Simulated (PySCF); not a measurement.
Compound: C5H2ClF3P2.
Numbering: `[F:1][C:2]([F:3])([F:4])[c:5]1[cH:6][cH:7][p:8][c:9]([Cl:10])[p:11]1`

Structure used (GFN2-xTB), in Å, numbered top down from 1:
```
atom  x, y, z in Å
F1    -2.5024   -0.3251    1.2517
C2    -1.8523   -0.8610    0.2027
F3    -1.8879   -2.1922    0.3719
F4    -2.6114   -0.5921   -0.8750
C5    -0.4500   -0.3517    0.0659
C6    -0.3078    1.0178   -0.1042
C7     0.8807    1.6979   -0.2513
P8     2.4989    1.0670   -0.2688
C9     2.2058   -0.6361   -0.0481
Cl10   3.6617   -1.5949   -0.0119
P11    0.7673   -1.5987    0.1484
H12   -1.2237    1.5980   -0.1225
H13    0.8167    2.7715   -0.3764
```

NICS is the negative of the GIAO shielding at a point without a nucleus: at the ring centre (0) and 1 Å above and below it (1); zz is the component along the ring normal. Level: GIAO PBE0/pcSseg-1 (PySCF, non-relativistic, gas phase) on the GFN2-xTB geometry, one conformer.

Ring bond lengths (Å), with Mayer bond orders in brackets: C5–C6 1.387 (1.35), C6–C7 1.377 (1.49), C7–P8 1.737 (1.29), P8–C9 1.742 (1.23), C9–P11 1.742 (1.20), P11–C5 1.745 (1.28).

Problem. What do the NICS probes read (ppm)?

Solution. 
```csv
ring,type,NICS(0),"NICS(1), two faces","NICS(1)zz, two faces",rms pucker (Å),"centre to ring atoms, mean (Å)"
C5–C6–C7–P8–C9–P11,6-membered ring with 2 P; formal bonds all aromatic,-7.2,-9.9 / -9.9,-23.1 / -23.1,0.00,1.61
```

Problem. What can be read from them?

Solution. 
- C5–C6–C7–P8–C9–P11: mean NICS(1)zz -23.1 ppm, shielded.

Problem. How equal are the bonds by HOMA? HOMA = 1 − mean of α(R − Ropt)² over the ring bonds, with Krygowski's 1993 parameters (CC: Ropt 1.388 Å, α 257.7 Å⁻²; CP: Ropt 1.698 Å, α 118.91 Å⁻²).

Solution. 
- C5–C6–C7–P8–C9–P11: HOMA 0.84; the largest term is that of P11–C5, α(R − Ropt)² = 0.26.

Problem. At the first NICS(1) probe listed for ring C5–C6–C7–P8–C9–P11, 1 Å off the ring, how large is the induced field along the normal in 7.05 T applied along it?

Solution. NICSzz × B0 = -23.1 ppm × 7.05 T = -163 μT, against the applied field.

Problem. List the ring angles and the Hirshfeld charges of the ring atoms.

Solution. 
- C5–C6–C7–P8–C9–P11: C5 129.8° (-0.092 e), C6 126.1° (-0.035 e), C7 128.7° (-0.092 e), P8 101.4° (+0.132 e), C9 133.9° (-0.100 e), P11 100.1° (+0.126 e); sum 720.0° against 720° for a flat convex ring.

Problem. How shielded are the nuclei of the rings and their hydrogens (means over atoms taken as equivalent)?

Solution. 
```tsv
atoms	environment	σ isotropic (ppm)	principal values of the symmetric part, first atom (ppm)
C5	substituted aromatic carbon	16.6	-121.1, 21.4, 149.5
C6	aromatic CH carbon	50.3	-59.3, 23.0, 187.3
C7	aromatic CH carbon	21.2	-132.3, 24.7, 171.2
P8	phosphorus bonded to 2 C	43.5	-277.4, -65.3, 473.1
C9	aromatic C–Cl carbon	-37.8	-256.6, 21.0, 122.1
P11	phosphorus bonded to 2 C	67.3	-246.0, -35.9, 483.9
H12	aromatic hydrogen	23.23	18.2, 22.2, 29.3
H13	aromatic hydrogen	22.32	19.9, 20.4, 26.6
```
